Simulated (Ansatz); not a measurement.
Constitutional and geometric isomers with formula H2F2Si2. All species are isolated molecules in the gas phase. Strings in code marks are SMILES.

Quantity: vertical ionisation energy (energy after one electron is removed minus that of the parent at the parent's geometry), in eV. The restricted reference of `F/[SiH]=[SiH]/F` is unstable towards unrestricted orbitals.

Case: `F/[SiH]=[SiH]/F`. Geometry of `F/[SiH]=[SiH]/F` (neutral, multiplicity 1, Å):

```xyz
6

F      2.0260     1.0908     0.0176
Si     1.0530    -0.1286    -0.3689
Si    -1.0530     0.1286     0.3690
F     -2.0259    -1.0908    -0.0177
H      1.7567    -1.3740     0.0544
H     -1.7567     1.3740    -0.0545
```

Task: What vertical ionisation energy (energy after one electron is removed minus that of the parent at the parent's geometry) does frozen-core CCSD(T)/cc-pVTZ // r2SCAN-D4/def2-TZVP (Ansatz, a quantum-chemistry and plane-wave program) give?

Result: 8.57 eV.
